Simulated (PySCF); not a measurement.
AlBrFHO, SMILES [OH][Al]([F])[Br]. Atoms are numbered in the order given.

```xyz
5

Al    -0.0282     0.9423     0.0000
F     -1.4937     1.7174     0.0000
Br     0.0271    -1.2828     0.0000
O      1.4189     1.8041     0.0000
H      1.5110     2.7606     0.0000
```
Charge 0, spin multiplicity 1.

Geometry: r2SCAN-D4/def2-SVP. Other conformers were not sampled.

These are r2SCAN/def2-TZVPD run with PySCF values and carry that method's errors.

| Property | Result |
|---|---|
| total energy | -2992.43638 hartree |
| point group | Cs |
| highest occupied level | -7.96 eV |
| lowest empty level | -1.69 eV |
| orbital gap | 6.27 eV |
| dipole moment | 1.49 D |
| quadrupole, principal values (traceless, Buckingham form, about the centre of nuclear charge) | -10.89, 3.31, 7.59 D·Å |
| mean static polarisability | 48.0 bohr³ (7.12 Å³) |
| polarisability, principal values | 41.7, 45.3, 57.2 bohr³ |
